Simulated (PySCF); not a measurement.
## How methods differ on the ionisation energy of Fe

Fe [Ar] 3d6 4s2 (5D) → Fe⁺ [Ar] 3d6 4s1 (6D), as a difference of total energies. Computed with PySCF 2.14 in ANO-RCC-VTZP (6s5p3d2f1g, 59 functions), with scalar relativity by spin-free X2C-1e. Correlated levels: valence and next inner shell: [Ne] frozen. The calculations carry no spin-orbit coupling.

```
                                method  ionisation energy (eV)
                                   UHF                   6.440
    MP2 (valence and next inner shell)                   7.527
SCS-MP2 (valence and next inner shell)                   7.607
   CCSD (valence and next inner shell)                   7.655
CCSD(T) (valence and next inner shell)                   7.778
```

Problem. How much does correlation contribute at CCSD(T) (valence and next inner shell)?

Solution. 7.778 − (6.440) = 1.338 eV, measured against UHF.

Errors of the correlated levels include the incompleteness of this basis and the frozen core.

For comparison: 7.904 eV (measured; NIST levels, between the centres of gravity of the two terms).
